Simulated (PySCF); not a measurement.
CH4AlFOS, SMILES C[O][Al]([F])[SH].

Geometry optimised at PBE-D3(BJ)/def2-SVP. The structure was generated by enumeration; whether it is a known compound was not checked. Other conformers were not sampled.

Method: PBE0/def2-TZVP in PySCF.

Symmetry labels are those of the subgroup Cs that the program uses (full group Cs).

Q: List the valence orbital energies around the gap with their symmetry. (An estimate is asked for; the answer gives what the named calculation found.)

A: 
| orbital | symmetry | energy (eV) |
|---|---|---|
| HOMO−7 | A' | -12.57 |
| HOMO−6 | A' | -11.66 |
| HOMO−5 | A" | -11.61 |
| HOMO−4 | A' | -11.49 |
| HOMO−3 | A' | -9.46 |
| HOMO−2 | A' | -8.67 |
| HOMO−1 | A" | -8.58 |
| HOMO | A" | -7.89 |
| LUMO | A' | -0.79 |
| LUMO+1 | A" | 0.01 |
| LUMO+2 | A' | 0.40 |
| LUMO+3 | A' | 1.39 |
